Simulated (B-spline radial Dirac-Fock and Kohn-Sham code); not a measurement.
Z = 67 (holmium), transition energy 51.6 keV. The computed values come from a radial B-spline solver: a Dirac-Hartree-Slater potential of the neutral atom with a Latter tail (no hole, which puts coefficients of high multipoles low close above an edge), finite nucleus with surface currents. The K shell is not open to conversion at this energy. Subshells that would emit electrons below 1 keV are left out.

**Question.** A pure transition shows α(L) = 1720, L1/L2 = 0.0130 and L1/L3 = 0.0120. What is its multipolarity?
A. E4
B. E1
C. M1
D. E2
E. E3
F. M2
G. M4
H. M3

**Answer.** E. For comparison, α(L), L1/L2, L1/L3 are E1 0.268, 2.48, 1.88; E2 31.3, 0.0232, 0.0201; E4 50100, 0.0180, 0.0172; M1 2.27, 10.9, 68.5; M2 86.7, 10.2, 2.89; M3 3460, 7.80, 0.440; M4 107000, 6.14, 0.173.
